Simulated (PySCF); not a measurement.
B(Br)(Me)(NH2) (CH₅BBrN), SMILES CB(N)Br.

Geometry optimised at B3LYP-D3(BJ)/def2-SVP. This is a generated structure with no PubChem entry under its InChIKey; it may be hypothetical. Other conformers were not sampled.

Calculation: HF/def2-TZVP (PySCF).

Gas-phase values at a fixed geometry.

Q: Estimate the frontier levels, gap, dipole moment and polarisability. (The exact figures need the calculation; the answer reports its results.)

A: 
- highest occupied level = -10.86 eV
- lowest empty level = 2.98 eV
- orbital gap = 13.84 eV
- dipole moment = 2.95 D
- quadrupole, principal values (traceless, Buckingham form, about the centre of nuclear charge) = -4.72, -1.02, 5.73 D·Å
- mean static polarisability = 50.4 bohr³ (7.46 Å³)
- polarisability, principal values = 40.3, 50.6, 60.3 bohr³
